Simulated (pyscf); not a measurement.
# `[OH][Ga]([OH])[Cl]`, singlet

Gas-phase minimum from PySCF at ωB97X-D3(BJ)/def2-SVP, one conformer. 

SMILES: [OH][Ga]([OH])[Cl]
```xyz
6

O      1.4486    -0.2778     0.4644
Ga    -0.0122     0.1885    -0.4228
O     -0.5292     1.8766    -0.4562
Cl    -1.1678    -1.2637    -1.4606
H      1.6546    -1.2187     0.4284
H      0.0510     2.4656     0.0404
```

Bond lengths (Å): O1–Ga2 1.772, O1–H5 0.964, Ga2–O3 1.766, Ga2–Cl4 2.126, O3–H6 0.964. Angles (°): Ga2–O1–H5 114.5, O1–Ga2–O3 120.2, O1–Ga2–Cl4 120.9, O3–Ga2–Cl4 119.0, Ga2–O3–H6 113.5.

Properties at ωB97X-D3(BJ)/def2-SVP:

```json
{
 "harmonic_wavenumbers_unscaled": "151, 182, 185, 337, 353, 442, 718, 765, 815, 841, 3908, 3916 cm⁻¹",
 "zero_point_energy": "18.0 kcal/mol",
 "rotational_symmetry_number": "1",
 "Entropy of this conformer at 298 K and 1 atm, rigid rotor and harmonic oscillator, modes under 100 cm⁻¹ raised to 100": "329.1 J/(mol K)",
 "dipole_moment": "1.78 D"
}
```

Single-point totals, which compare only within one level (frozen core for MP2 and CC):

```csv
level,total energy (hartree)
ωB97X-D3(BJ)/def2-TZVP,-2536.89770
PBE/def2-TZVP,-2536.27044
r²SCAN/def2-TZVP,-2536.79721
B3LYP-D3(BJ)/def2-TZVP,-2536.97849
PBE0-D3(BJ)/def2-TZVP,-2536.34673
M06-2X/def2-TZVP,-2536.84027
ωB97M-D3(BJ)/def2-TZVP,-2537.01742
HF/def2-TZVPP,-2533.85014
MP2/def2-TZVPP,-2534.74407
CCSD/def2-TZVPP,-2534.75350
CCSD(T)/def2-TZVPP,-2534.78911
```

Soft torsions are taken as harmonic, which can shift the entropy by several J/(mol K). The CCSD(T) − MP2 part came from Ansatz, without density fitting, on the same reference. The frozen core leaves the outer d or s,p core shells of the metals and heavy elements correlated in the MP2 and CC values, and def2-TZVPP describes them poorly, so these totals are far from the basis limit. Elements up to Kr have no core potential and no relativistic terms here.
